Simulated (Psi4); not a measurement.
Input for Psi4:
```
memory 2 GB

molecule {
0 1
  C     2.37159957    0.10323362    0.69149645
  C     1.20560951    0.25923229    0.46832725
  C    -0.18948831    0.44138407    0.19533983
  C    -0.62696176    1.88975573    0.12773933
  C    -1.14477228   -0.59526164    0.75213878
  C    -0.86634887   -0.55281911   -0.71382337
  F    -0.13826177   -1.56566981   -1.26048253
  H     3.39291568   -0.03025610    0.88761597
  H    -0.43678035    2.38082013    1.08059797
  H    -1.68940307    1.95730876   -0.09485418
  H    -0.07148565    2.41627541   -0.64641545
  H    -2.11361820   -0.27262677    1.10111900
  H    -0.71547038   -1.41591734    1.30645013
  H    -1.61962949   -0.21772578   -1.41748046
}

set basis pcseg-1

energy('pbe0')
print_variables()
```

Q: What dipole moment does PBE0/pcseg-1 in Psi4 give?

A: 2.08 D

Q: Give the number of basis functions at the level PBE0/pcseg-1.

A: 133

Q: Estimate the total energy that PBE0/pcseg-1 returns for this input.

A: -332.136177 Ha

Q: Predict the nuclear repulsion energy from PBE0/pcseg-1.

A: 282.2874 Eh

Q: Roughly what does it cost on one core?

A: roughly 19 core-seconds.
